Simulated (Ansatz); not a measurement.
C₉H₁₅NO (relaxed from a model of N-butylpyridinium hydroxide, whose bonding it doesn't keep). The state is a singlet with charge 0. Geometry PBE-D4/def2-SVP.

```xyz
26

C     0.917    2.794    2.750
C    -0.195    2.216    1.873
C     0.240    0.983    1.075
C    -0.884    0.406    0.207
N    -0.469   -0.746   -0.585
C     0.110   -0.468   -1.900
C     0.867   -1.659   -2.406
C     0.585   -2.920   -1.958
C    -0.308   -3.131   -0.850
C    -0.774   -2.021   -0.187
H     1.276    2.048    3.489
H     0.573    3.684    3.314
H     1.792    3.101    2.140
H    -1.071    1.951    2.506
H    -0.562    2.996    1.169
H     0.605    0.190    1.764
H     1.106    1.246    0.427
H    -1.736    0.102    0.851
H    -1.280    1.178   -0.487
H     0.762    0.428   -1.803
H     1.582   -1.480   -3.222
H     1.081   -3.788   -2.422
H    -0.571   -4.136   -0.499
H    -1.404   -2.095    0.714
O    -0.893   -0.032   -2.833
H    -1.349   -0.846   -3.126
```

The restricted singlet is unstable towards broken spin symmetry in Hartree–Fock (as tested in another run); at HF/STO-3G this wasn't settled.

Problem. Estimate the orbital energies around the gap (eV) in Ansatz with HF/STO-3G, PBE-D4/def2-SVP, PBE-D4/def2-TZVP, B97M-V/def2-TZVP, PBE0-D4/def2-TZVP.

Solution. 
```
orbital  HF/STO-3G  PBE-D4/def2-SVP  PBE-D4/def2-TZVP  B97M-V/def2-TZVP  PBE0-D4/def2-TZVP
 HOMO−9     -12.73            -8.84             -8.92             -9.38             -10.41
 HOMO−8     -12.50            -8.49             -8.58             -9.03             -10.05
 HOMO−7     -12.01            -8.26             -8.36             -8.82              -9.86
 HOMO−6     -11.85            -8.13             -8.21             -8.64              -9.60
 HOMO−5     -11.69            -7.99             -8.08             -8.49              -9.49
 HOMO−4     -11.27            -7.78             -7.91             -8.35              -9.42
 HOMO−3     -10.79            -7.60             -7.80             -8.24              -9.21
 HOMO−2      -9.56            -6.67             -6.86             -7.28              -8.37
 HOMO−1      -8.85            -6.09             -6.31             -6.67              -7.64
   HOMO      -5.25            -4.33             -4.48             -4.64              -5.43
   LUMO       6.81            -1.18             -1.37             -1.19              -0.50
 LUMO+1      10.99             0.72              0.17              0.31               0.97
 LUMO+2      14.30             1.09              0.58              0.75               1.45
 LUMO+3      15.10             1.18              0.77              0.96               1.64
 LUMO+4      16.10             1.37              0.93              1.13               1.83
 LUMO+5      16.19             1.66              1.13              1.27               1.96
```
